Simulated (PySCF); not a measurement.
# Electron correlation in Pt⁻ (platinum, charge -1)

[Xe] 4f14 5d9 6s2, 2D determinant. Computed with PySCF 2.14 in x2c-TZVPPall with one added diffuse shell each of s, p, d, f type (12s8p8d4f1g, 113 functions), with scalar relativity by spin-free X2C-1e. Frozen: [Kr] 4d10 4f14; 19 electrons correlated.

MP2 pair energies summed by pair of shells (mhartree):

```tsv
pair	energy	share (%)
5d-5d	-255.19	42.9
5p-5d	-146.16	24.6
5d-6s	-81.15	13.6
5p-5p	-41.27	6.9
5s-5d	-22.17	3.7
5s-5p	-18.49	3.1
6s-6s	-16.58	2.8
5p-6s	-9.91	1.7
5s-5s	-3.09	0.5
5s-6s	-0.60	0.1
```

Total MP2 correlation energy: -594.61 mhartree.

Same-spin part -195.50 and opposite-spin part -399.11 mhartree; SCS-MP2 scales them by 1/3 and 6/5 to -544.10 mhartree.

This basis was not built for core-valence correlation, so the inner-shell part is incomplete.
